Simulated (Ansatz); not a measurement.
Reaction (formal exchange of groups at the Si–Si bond): `O[SiH2][SiH](O)F` + `CCC` → `CCC[SiH2]O` + `O[SiH2]F`

Calculated with Ansatz (gas phase, PBE0-D4/def2-TZVP geometries, no zero-point term in ΔE). CCSD(T)/CBS adds triple-zeta CCSD(T) − MP2 to the extrapolated MP2 energy (def2 sets, frozen cores). One conformer a species, not always the lowest.

```csv
species,SCS-MP2/def2-TZVPP energy (Eh)
`O[SiH2][SiH](O)F`,-831.20902
`CCC`,-118.86367
`CCC[SiH2]O`,-484.27441
`O[SiH2]F`,-465.80512
```

Q: Work out ΔE.

A: ΔE = (-484.27441) + (-465.80512) − (-831.20902) − (-118.86367) = -0.00684 Eh = -18.0 kJ/mol. CCSD(T)/CBS gives -11.7 kJ/mol.

Largest T1 diagnostic among the species: 0.012.

From PBE to PBE0 (25 % exact exchange), in def2-TZVPP and without D4, ΔE moves by −5.7 kJ/mol.
